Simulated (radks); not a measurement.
Species: Nb. Configuration: [Kr] 4d3 5p2 (not the ground configuration). Method: scalar-relativistic Kohn-Sham, r2SCAN, spin-unpolarised, spherical densities, finite nucleus; meta-GGA in the generalised Kohn-Sham scheme; Fermi nuclear charge, rms radius 4.324 fm; computed with a radial shooting solver on a logarithmic mesh with Libxc functionals.

Radial electron density D(r) = 4 pi r^2 rho(r):

r (bohr),D(r) (e/bohr)
0.006343,16.72
0.008528,24.59
0.01156,34.32
0.01554,43.77
0.02106,50.49
0.02831,51.32
0.03837,46.85
0.05159,43.59
0.06992,49.31
0.09401,60.72
0.1274,61.92
0.1713,47.63
0.2321,38.88
0.3121,46.28
0.4196,44.12
0.5687,24.03
0.7646,11.39
1.036,10.42
1.393,8.044
1.888,3.564
2.539,1.346
3.44,0.7805
4.626,0.5282
6.269,0.2335
8.428,0.05291
11.42,0.004687
15.36,0.0001562

D(r) has 4 maxima, at r = 0.0253, 0.112, 0.355, 1.02 bohr, and minima at 0.0512, 0.227, 0.904 bohr, inside which lie 2.04, 11.06, 29.42 electrons.
